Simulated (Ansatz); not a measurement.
GeH3 (SMILES [GeH3]): the energy to break a bond

The species is GeH3 (4 atoms), meant as a doublet with charge 0. As SMILES, `[GeH3]`. The shape was relaxed beforehand at B3LYP/def2-SVP.

| atom | x (Å) | y (Å) | z (Å) |
| --- | --- | --- | --- |
| Ge | 0.2212 | -0.1298 | -0.2571 |
| H | 1.0562 | 0.1111 | 1.0237 |
| H | -0.8874 | -1.1783 | 0.0022 |
| H | -0.3900 | 1.1970 | -0.7688 |

Wanted: the dissociation energy of the H2–Ge1 bond into doublet H and singlet GeH2 (shapes relaxed at B3LYP/def2-SVP, no zero-point term). 1 Eh = 2625.50 kJ/mol = 27.2114 eV. Totals in Eh; open shells run unrestricted unless said.

| level | program | GeH3 | doublet H | singlet GeH2 |
| --- | --- | --- | --- | --- |
| UHF/def2-TZVPP | Ansatz | -2077.068752 | -0.499810 | -2076.476117 |
| UPBE0-D4/def2-TZVPP | Ansatz | -2078.481437 | -0.501036 | -2077.876618 |
| RPA@PBE/def2-TZVPP, 9 core orbitals frozen | Ansatz | -2077.474085 | -0.517613 | -2076.856419 |

Task: Work out the dissociation energy at each level.

Result: 
1. UHF/def2-TZVPP: (-0.499810) + (-2076.476117) − (-2077.068752) = 0.092825 Eh = 243.7 kJ/mol = 2.53 eV.
2. UPBE0-D4/def2-TZVPP: (-0.501036) + (-2077.876618) − (-2078.481437) = 0.103783 Eh = 272.5 kJ/mol = 2.82 eV.
3. RPA@PBE/def2-TZVPP: (-0.517613) + (-2076.856419) − (-2077.474085) = 0.100053 Eh = 262.7 kJ/mol = 2.72 eV.

The levels span 244 to 272 kJ/mol; no measured value is set beside them. Hartree–Fock lacks the correlation of the bonding electrons, so it comes out low. A fragment with an even electron count was run as a singlet and may have a lower triplet. A bond enthalpy at 298 K also holds the loss of zero-point energy and thermal terms.
